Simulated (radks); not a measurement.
The molybdenum ion Mo2+ inside a hard spherical wall (all orbitals vanish at R), configuration held at [Kr] 4d4 and not refilled when levels cross. Method: scalar-relativistic Kohn-Sham, PBE, spin-polarised, spherical densities, point nucleus; open shells are filled with parallel spins first (spin-orbit coupling, left out, can overturn this in heavy ions); computed with a radial shooting solver on a logarithmic mesh with Libxc functionals. Eigenvalues in eV for spin up, with the zero of energy where the potential of the charges vanishes at infinity; a dash marks a level that is unbound or too diffuse for the functional's potential to be trusted. A positive occupied level is held by the wall or, in an anion where self-interaction has pushed it up, behind a barrier. The pressure on the wall is -dE/dV.

R (bohr)  E (hartree)  kinetic (hartree)    e(3d)    e(4s)    e(4p)    e(4d)  e(5s, empty)  e(5p, empty)  pressure (GPa)
free      -4047.90733           4173.817  -239.47  -83.638  -57.759  -21.935       -18.343       -13.151               0
20        -4047.90733           4173.817  -239.47  -83.638  -57.759  -21.935       -18.343       -13.151        < 0.0001
12        -4047.90733           4173.817  -239.47  -83.638  -57.759  -21.935       -18.343       -13.151        < 0.0001
10        -4047.90733           4173.817  -239.47  -83.638  -57.759  -21.935       -18.342       -13.148        < 0.0001
5         -4047.89690           4173.907  -239.04  -83.272  -57.413  -21.584       -17.159       -10.631            1.92
4         -4047.83436           4174.302  -237.55  -82.073  -56.279  -20.283       -13.183        -4.583            20.8
3         -4047.34909           4176.873  -231.21  -77.444  -51.732  -14.244         4.884        18.603             316
2.5       -4046.14454           4182.710  -221.26  -70.496  -44.350   -4.196        34.288        52.773            1600
